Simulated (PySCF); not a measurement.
Species: [TcCl6]2- (charge -2 and quartet state).
Structure used (PBE0-D3(BJ)/def2-SVP), in Å, numbered top down from 1:
```
atom  x, y, z in Å
Tc1    0.0001    0.0000   -0.0004
Cl2   -0.0326   -0.0142    2.3846
Cl3    0.0357    0.0176   -2.3850
Cl4    2.3849    0.0189    0.0334
Cl5   -2.3847   -0.0223   -0.0340
Cl6   -0.0207    2.3850    0.0157
Cl7    0.0174   -2.3850   -0.0143
```

Level of theory: PySCF 2.14.0, PBE0-D3(BJ)/def2-SVP geometry optimisation, gas phase, def2 core potentials past Kr.

Take the most abundant isotopes and a rigid rotor. 

Q: Give the principal moments of inertia and the rotational constants in GHz.

A: Ia = 795.37, Ib = 795.77, Ic = 796.01 u·Å²; 505379 MHz·u·Å²/I gives 635.4, 635.1 and 634.9 MHz, that is A = 0.6354, B = 0.6351, C = 0.6349 GHz.

Q: Classify the top.

A: A spherical top, as the point group Oh requires three equal moments.

The point group Oh allows no dipole (computed: 0.00 D (about the centre of mass, as the species is charged)), so a rigid rotor has no electric-dipole lines.

For this open shell read J as N, the rotation without spin; fine and hyperfine splittings come on top. No frequency check. ⟨S²⟩ = 3.775 (exact for a quartet: 3.75). Whether so highly charged an anion holds all its electrons in the gas phase wasn't checked; a finite basis holds them in any case. The ion is multiply charged and computed without counter-ions or solvent. The geometry's basis has no diffuse functions, a weakness for an anion. No vibrational averaging or centrifugal distortion is included, and the geometry carries the error of its method.

Caution for open-shell metal species: one SCF solution and one stationary point were followed, and a lower state or a bent or distorted shape isn't ruled out.
